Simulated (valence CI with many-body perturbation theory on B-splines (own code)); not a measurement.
The numbers below are computed, except where a source is named.
Ge I in three bases

Method: valence CI with perturbative core correlation (CI+MBPT): four valence electrons over a frozen Dirac-Fock core [Ar] 3d10, radial functions for each j: 9 s, 9 p, 8 d, 6 f, 3 g, 1 h, with the one-electron correlation potential Σ1 (screened to all orders), the two-electron term Σ2, the three-electron term Σ3, Breit, model QED; selected single and double excitations, second order for the rest, scaled by the run's own slope (own B-spline code, finite nucleus).

Set against measurement, 31 paired levels are off by 162 cm⁻¹ on average, the worst by 355. These come from a selection out of the NIST Handbook of Basic Atomic Spectroscopic Data. Levels without a partner in it may be off by more. Among the levels kept, up to 530 cm⁻¹ of a level comes from second order outside the variational space, and about a tenth of that is noise between levels of different J, which matters for small intervals.

The reference run has the lowest level 4s2 4p2 3P_0 and an ionisation energy of 7.87382 eV. Its largest variational space holds 25677 state functions.

Names give the largest LS component (configuration and term), which can be under half, so a name can repeat, a term be missing and a line seem to break the LS rules; names also repeat where a configuration has a term twice.

Changed runs:
A. basis 6 s, 6 p, 5 d, 3 f, 1 g
B. basis 5 s, 5 p, 4 d, 2 f

Excitation energies of the reference run in cm⁻¹, and shifts in cm⁻¹:

| Level | Reference | A | B |
| --- | --- | --- | --- |
| 4s2 4p2 3P_1 | 553 | -7.1 | -6.1 |
| 4s2 4p2 3P_2 | 1400 | -11 | -9.2 |
| 4s2 4p2 1D_2 | 7102 | +37 | +228 |
| 4s2 4p2 1S_0 | 16317 | +61 | +244 |
| 4s2 4p 5s 3P°_0 | 37345 | -72 | -158 |
| 4s2 4p 5s 3P°_1 | 37593 | -70 | -147 |
| 4s2 4p 5s 3P°_2 | 39002 | -84 | -167 |
| 4s2 4p 5s 1P°_1 | 39898 | -52 | -84 |
| 4s 4p3 5S°_2 | 41572 | -178 | -433 |
| 4s2 4p 5p 1P_1 | 45818 | -56 | -73 |
| 4s2 4p 5p 3D_1 | 46599 | -60 | -100 |
| 4s2 4p 5p 3D_2 | 46673 | -54 | -90 |
| Ionisation energy (eV) | 7.87382 | -0.01136 | -0.02700 |
